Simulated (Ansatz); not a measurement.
Basis-set extrapolation for CH4AlFS, SMILES `[CH3][Al]([F])[SH]` (PBE0-D4/def2-TZVP geometry, frozen core, the Gaussian-basis code of Ansatz). Multiplicity 1, RHF reference.

```csv
,def2-TZVPP,def2-QZVPP
HF,-779.306858,-779.332221
MP2 correlation,-0.682483,-0.740576
CCSD(T) correlation,-0.744491,-0.799718
```

Energies in hartree. Use E(X) = E(∞) + A·exp(−7.88·√X) for Hartree–Fock and E(X) = E(∞) + B·X^(−2.97) for correlation, with X = 3 and 4.

What is the CCSD(T) energy at the basis-set limit?

HF limit: -779.332221 + (-0.025363) × 0.13774 = -779.33571. Correlation limit: -0.799718 + (-0.055227) × 0.74074 = -0.84063. Total: -780.17634 hartree, 328.2 kJ/mol below CCSD(T)/def2-TZVPP.
